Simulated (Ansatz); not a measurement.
# Worked example: SiH(SiH3)F2 + C2H4Si → SiH(SiH3)2F + C2HF

Species: SiH(SiH3)F2, singlet; C2H4Si `C#C[SiH3]`, singlet; SiH(SiH3)2F, singlet; C2HF (fluoroacetylene) `C#CF`, singlet. The partners trade F for SiH3: Si–F and C–SiH3 bonds give way to Si–SiH3 and C–F.

Shapes, held fixed at every level: PBE0-D4/def2-TZVP. Programs: Ansatz 0.2.0. The zero-point and thermal change to 298 K, harmonic and unscaled (PBE0-D4/def2-TZVP), is -1.4 kJ/mol.

At CCSD(T)/CBS estimate; 1 Eh = 2625.50 kJ/mol:

| species | energy (Eh) |
| --- | --- |
| SiH(SiH3)F2 | -780.269197 |
| C2H4Si | -367.520812 |
| SiH(SiH3)2F | -971.280160 |
| C2HF | -176.383876 |

Task: Work out ΔH(298 K) of the reaction at this level.

Result: 
1. Products less reactants: (-971.280160) + (-176.383876) − [(-780.269197) + (-367.520812)] = 0.125973 Eh = +330.7 kJ/mol.
2. With the thermal change: +330.7 + (-1.4) = +329.3 kJ/mol.

Other levels give +292.1 (CCSD/def2-SVP) to +341.1 kJ/mol (MP2/def2-TZVPP). No measured value is set beside it here. The CBS estimate extrapolates MP2 from def2-TZVPP and def2-QZVPP and adds CCSD(T) − MP2 in the triple-zeta set, cores frozen.
